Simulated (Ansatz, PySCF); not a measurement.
Reaction (SMILES): BrBr [molecular bromine] → 2 Br atom (the Br-Br bond at the site shown breaks; other sites are not compared here)
Structures are relaxed separately at B3LYP-D3(BJ)/def2-TZVP in Ansatz (an electronic-structure program).

Property: bond dissociation energy (electronic energy difference), in kcal/mol. Correlated levels leave the core frozen unless marked. UHF or UKS for open shells. Spin-orbit coupling is left out. The frozen core is the preceding noble-gas configuration, with the filled d and f shells of earlier blocks. Non-relativistic. CBS(X,Y): correlation extrapolated as X^-3; Hartree-Fock from the larger set (for Q and 5 zeta extrapolated as (X+1)exp(-9√X)).

CCSD(T)/CBS(cc-pVQZ,cc-pV5Z) (Ansatz) gives 52.2 kcal/mol.

Question: Another calculation gave 50.0 kcal/mol. Which level was it?
(A) PBE/def2-TZVPD (Ansatz)
(B) HF/def2-TZVPD (PySCF)
(C) wB97X-V/def2-TZVPD (Ansatz)
(D) CAM-B3LYP/def2-TZVPD (Ansatz)

Answer: C, wB97X-V/def2-TZVPD (Ansatz). The others give 46.9 (CAM-B3LYP), 15.5 (HF), 57.7 (PBE) kcal/mol.
